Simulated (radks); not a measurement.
Results of a calculation; reference values are marked as such.
Question: Valence configurations of neutral iodine (all share [Kr]). Level of theory: scalar-relativistic Kohn-Sham, BLYP, spin-unpolarised, spherical densities, point nucleus (a radial shooting solver on a logarithmic mesh with Libxc functionals). Order these by energy: 4d10 5s1 5p6; 4d10 5s2 5p5; 4d10 5s1.5 5p5.5; 4d9 5s2 5p6; 4d9.5 5s2 5p5.5.

Answer: From the lowest, in eV above it: 4d10 5s2 5p5 0.000; 4d10 5s1.5 5p5.5 5.209; 4d10 5s1 5p6 10.469; 4d9.5 5s2 5p5.5 22.239; 4d9 5s2 5p6 45.830. NIST lists [Kr] 4d10 5s2 5p5 as the ground configuration; this level of theory agrees among the configurations tried. The energies are those of spherical spin-averaged densities, not of single terms.
